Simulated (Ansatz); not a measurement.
One geometry of bis(4-fluorophenyl)iodonium, `Fc1ccc([I+]c2ccc(F)cc2)cc1`, several levels of theory.

```yaml
crystal:
  periodic: [false, false, false]
  atoms:
    - {symbol: F, position_ang: [4.835020, 0.418240, 1.319591]}
    - {symbol: C, position_ang: [3.772608, 0.234782, 0.557137]}
    - {symbol: C, position_ang: [3.217637, -1.045349, 0.470088]}
    - {symbol: C, position_ang: [2.096825, -1.246803, -0.334629]}
    - {symbol: C, position_ang: [1.574919, -0.144684, -1.017914]}
    - {symbol: I, position_ang: [-0.143227, -0.435186, -2.242576]}
    - {symbol: C, position_ang: [-1.690707, -0.206887, -0.797491]}
    - {symbol: C, position_ang: [-2.144962, 1.083687, -0.508328]}
    - {symbol: C, position_ang: [-3.153403, 1.222805, 0.444503]}
    - {symbol: C, position_ang: [-3.669194, 0.078836, 1.062349]}
    - {symbol: F, position_ang: [-4.625349, 0.217184, 1.962515]}
    - {symbol: C, position_ang: [-3.211037, -1.206527, 0.758004]}
    - {symbol: C, position_ang: [-2.200336, -1.359367, -0.190803]}
    - {symbol: C, position_ang: [2.122120, 1.139540, -0.943786]}
    - {symbol: C, position_ang: [3.244736, 1.326582, -0.137487]}
    - {symbol: H, position_ang: [3.670397, -1.869266, 1.027249]}
    - {symbol: H, position_ang: [1.656508, -2.243205, -0.417652]}
    - {symbol: H, position_ang: [-1.737541, 1.968307, -1.004369]}
    - {symbol: H, position_ang: [-3.548650, 2.206627, 0.710718]}
    - {symbol: H, position_ang: [-3.649916, -2.071237, 1.262923]}
    - {symbol: H, position_ang: [-1.835064, -2.358415, -0.441410]}
    - {symbol: H, position_ang: [1.701131, 1.983023, -1.496031]}
    - {symbol: H, position_ang: [3.717476, 2.307314, -0.042610]}
basis:
  gaussian: {orbitals: def2-SVP}
total_charge: 1
magnetization: {spin_polarized: true, initial_magnetization: 2}
hamiltonian: {xc: pbe0, dispersion: d4}
scf: {omitted_lower_state_checks: [starts]}
output: {orbitals: {seedname: orbitals}}
```

The file start.molden holds the orbitals of an earlier run on this structure, at another level or in another basis.

```sh
$ ansatz run in.yaml --threads 4 --pin off --events-out ev --progress --plain --max-ram 6963MiB
```

Output, abridged:

```
Functional definition: PBE0
2753 factors; integrals over basis functions are off by at most 1.5e-3 eV
mean field evaluation 1: about -26029.6341 eV, gradient 7.1e1 eV
mean field evaluation 2: about -25894.3842 eV, gradient 1.6e2 eV
mean field evaluation 4: about -26045.1721 eV, gradient 5.1e1 eV
mean field evaluation 8: about -26062.0382 eV, gradient 7.7e0 eV
mean field evaluation 16: about -26063.3801 eV, gradient 5.8e-1 eV
mean field evaluation 32: about -26063.3936 eV, gradient 2.8e-2 eV
mean field evaluation 64: about -26063.3958 eV, gradient 1.8e-5 eV
mean field -26063.39578204 eV, -957.8121285856 hartree, gradient 6.5e-6 eV, S^2 2.013639; 0 other end points of the search recorded, 0 dependent functions left out
reference -26063.39581867 eV, -957.8121299319 hartree; 62, 60 occupied and 200, 202 virtual orbitals, 2753 factors
Total energy: -26064.10673091 eV, -957.8382554749 hartree
Checks for a lower state left out: starts
```

It took 97 s on 4 threads of Arm Neoverse V2 on a shared host, peak host memory 2.4 GiB.

First input, but with `gaussian: {orbitals: def2-SVP, initial_orbitals: start.molden}`, `hamiltonian: {xc: pbe, dispersion: d4}` (abridged; 31 s):

```
Functional definition: PBE
mean field -26062.32152156 eV, -957.7726502413 hartree, gradient 9.5e-6 eV, S^2 2.005423
Total energy: -26063.14773232 eV, -957.8030129266 hartree
Checks for a lower state left out: starts
```

Geometry: r2SCAN-D4/def2-SVP, that of the charge +1 singlet.

In the def2 sets I takes a core potential; there is no spin–orbit coupling. At PBE0-D4/def2-SVP a singlet of charge 1 lies 3.91 eV below the triplet at the same geometry.
